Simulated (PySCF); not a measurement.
**Electron correlation in Eu³⁶⁺ (europium, charge +36)**

[Ar] 3d9, 2D determinant. All numbers are calculated (PySCF 2.14, scalar relativity by spin-free X2C-1e, in an even-tempered Gaussian basis (18 s from 5.9 bohr⁻², ratio 2.5; 13 p from 7.7 bohr⁻², ratio 2.5; 8 d from 7.7 bohr⁻², ratio 2.5; 4 f from 35 bohr⁻², ratio 2.7; 3 g from 53 bohr⁻², ratio 2.7)). Frozen: [Ne]; 17 electrons correlated; the 33 highest virtual orbitals of each spin left out.

```
  level  correlation energy (mhartree)
   CCSD                        -710.54
    (T)                          -0.71
CCSD(T)                        -711.25
```

Diagnostics: T1 = 0.00018, D1 = 0.0004, largest double amplitude 0.005.

Spin-orbit coupling, absent here, splits the open shell strongly.

Cost of the coupled-cluster step: 170 s of wall time on 2 threads of Neoverse-V2 (shared host), for 17 correlated electrons.

At this charge the one-electron X2C treatment keeps the bare 1/r₁₂, with no two-electron picture change or Breit term. The effect here is smaller than on the frozen 1s shell; and a scalar Hamiltonian misses the large spin-orbit splitting of the p shells, which matters for ns² → np² pairs.
